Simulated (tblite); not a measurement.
Computed with GFN2-xTB (tblite): harmonic, unscaled wavenumbers at the GFN2-xTB geometry, gas phase. This tight-binding method is rough: wavenumbers can miss measured ones by several per cent, in bad cases by 10 to 20. Modes of hydrogen on arsenic and silicon can be 10 to 20 % off. One conformer each. Open shells enter through the occupations alone, without spin polarisation, and single modes of such species can be off by tens of per cent. Thermal functions are those of the rigid rotor and harmonic oscillator, without mixing of conformers.

Question: Order these by their ideal-gas entropy at 500 K and 1 bar, highest first (J/(mol K)).
A. `S(C)[SiH2]C([SiH3])[SiH3]`
B. `[O]C(CS(=O)(C)=O)=O` [radical]
C. `O=C(O)[C@@H]1CCC[AsH]1`
D. `CCOCOC(F)F`

Answer: A (583.4), B (498.4), D (493.7), C (485.5).

```
                 SMILES  atoms  mass (u)  symmetry number  modes under 300 cm⁻¹  ZPE (kJ/mol)  S translation (J/(mol K))  S rotation  S vibration  S spin      S     Cp
CS[SiH2]C([SiH3])[SiH3]     18    152.00                1                    10         314.1                      182.3       132.1        269.1     0.0  583.4  260.1
    CS(=O)(=O)CC([O])=O     13    136.99                1                     8         215.7                      181.0       126.2        185.5     5.8  498.4  191.7
             CCOCOC(F)F     16    126.05                1                     7         320.7                      179.9       127.2        186.5     0.0  493.7  201.1
 O=C(O)[C@@H]1CCC[AsH]1     17    175.98                1                     5         343.2                      184.1       128.9        172.5     0.0  485.5  216.0
```

Entropies and Cp are for 500 K and 1 bar.
